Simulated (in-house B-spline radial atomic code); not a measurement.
Radial electron density of the manganese ion Mn⁸⁺, [Ne] 3s2 3p5. Level of theory: non-relativistic CAM-B3LYP, spin-polarised, spherical fractional occupations, point nucleus; calculated with a radial B-spline atomic code at the basis-set limit.

Caution: exact exchange at fractional occupations of open shells leaves self-interaction of up to several eV.

Columns: r (bohr), 4πr²n(r) (electrons per bohr), bar.

```
  0.0027   0.8478 #
 0.00321    1.168 ##
 0.00382    1.605 ##
 0.00454    2.186 ###
  0.0054    2.963 ####
 0.00642     3.98 #####
 0.00764    5.303 #######
 0.00909    6.983 #########
  0.0108    9.051 ############
  0.0129    11.63 ################
  0.0153    14.52 ###################
  0.0182    17.79 ########################
  0.0217    21.27 ############################
  0.0258    24.58 #################################
  0.0306    27.36 #####################################
  0.0364    29.28 #######################################
  0.0434    29.94 ########################################
  0.0516    29.18 #######################################
  0.0613    27.32 #####################################
   0.073    25.03 ##################################
  0.0868    23.44 ###############################
   0.103    23.53 ################################
   0.123    25.78 ###################################
   0.146     29.3 #######################################
   0.174    32.43 ###########################################
   0.207    32.86 ############################################
   0.246     29.4 #######################################
   0.293    22.69 ##############################
   0.348     15.5 #####################
   0.414    10.61 ##############
   0.493    9.385 #############
   0.586     10.5 ##############
   0.697    11.23 ###############
   0.829    9.802 #############
   0.986    6.629 #########
    1.17    3.417 #####
     1.4     1.23 ##
    1.66   0.3301 
    1.98  0.05635 
    2.35 0.006283 
    2.79 0.0003931
```

On this grid the curve has 3 maxima, near 0.0434, 0.207, 0.697 bohr.

The 3s down radial function P(r) = rR(r), positive near the nucleus:

| r (bohr) | P |
| --- | --- |
| 0.0008 | 0.02401 |
| 0.00113 | 0.03364 |
| 0.0016 | 0.04707 |
| 0.00227 | 0.06566 |
| 0.00321 | 0.09065 |
| 0.00454 | 0.1239 |
| 0.00642 | 0.1669 |
| 0.00909 | 0.2203 |
| 0.0129 | 0.2821 |
| 0.0182 | 0.3433 |
| 0.0258 | 0.3888 |
| 0.0364 | 0.388 |
| 0.0516 | 0.2995 |
| 0.073 | 0.08649 |
| 0.103 | -0.2413 |
| 0.146 | -0.5815 |
| 0.207 | -0.6908 |
| 0.293 | -0.3278 |
| 0.414 | 0.4543 |
| 0.586 | 1.158 |
| 0.829 | 1.206 |
| 1.17 | 0.682 |
| 1.66 | 0.1921 |
| 2.35 | 0.02251 |
